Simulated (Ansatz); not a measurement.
The molecule NaB-, multiplicity 4 (an upper state: multiplicity 2 came lower at CCSD(T)/def2-TZVPP on PBE0 minima).

Seven points along R, fitted to fifth degree in 1/R; most abundant isotopes. Runs in def2 and cc sets follow the lowest solution found near the PBE0 minimum.

The values were computed with Ansatz (a program for electronic structure). Values without a source in brackets are computed.

```csv
level,r_e (Å),ω_e (cm⁻¹),B_e (cm⁻¹),ω_e x_e (cm⁻¹)
PBE0/def2-TZVPP,2.638,264,0.325,2.9
wB97X-V/def2-TZVPP,2.632,273,0.327,2.8
CCSD/def2-TZVPP,2.640,263,0.325,2.4
CCSD(T)/def2-TZVPP,2.639,262,0.325,2.4
```

Correlated levels freeze the inner cores; with def2 sets outer-core shells near the valence are correlated too.
